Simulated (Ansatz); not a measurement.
Tl₄H₅⁻, relaxed as a singlet with RKS B3LYP-D4/def2-SVPD in Ansatz, starting from the GFN1-xTB geometry. Force threshold 0.02 eV/Å.

In the def2 sets Tl takes a core potential; there is no spin–orbit coupling. Another isomer (singlet) lies 0.57 eV lower at PBE0-D4/def2-TZVPD; other spin states weren't run for this one.

Start:

```xyz
9

Tl    3.216   -0.244   -0.193
Tl   -2.679    0.796   -1.510
Tl    0.941   -2.086    0.301
Tl   -0.907    0.196    0.708
H     3.909    0.989    1.121
H    -3.942   -0.629   -1.617
H     1.107    0.869    0.249
H     2.330   -1.909    1.795
H    -3.976    2.019   -0.854
```

(1) Estimate the energy that the relaxation releases and the steps that it takes.

(2) Does the start keep its bonding and symmetry?

(3) Predict the relaxed structure.

Answers

(1) 40.5 kcal/mol, in 45 steps; 9.9 min on 4 threads of Intel Xeon on a shared host. No frequencies were taken in this run, so the end may be a saddle point.

(2) Bonds lost: Tl2–Tl4, Tl3–Tl4, Tl3–H8 (atoms count from 1). Bonds formed: Tl2–Tl3 (atoms count from 1).

(3) 
```xyz
9

Tl    3.243   -0.571    0.531
Tl   -2.298   -0.057   -0.876
Tl    0.526   -1.383   -1.320
Tl    0.326    1.192    1.396
H     2.543    0.905    1.887
H    -3.794   -0.813   -0.028
H     1.590    0.622   -0.688
H     0.995   -1.192    0.976
H    -3.131    1.297   -1.879
```
Bond lengths (bridged metal pairs left out): 2 × Tl–Tl 3.15 to 3.39 Å; 2 × H–Tl 1.88 Å.
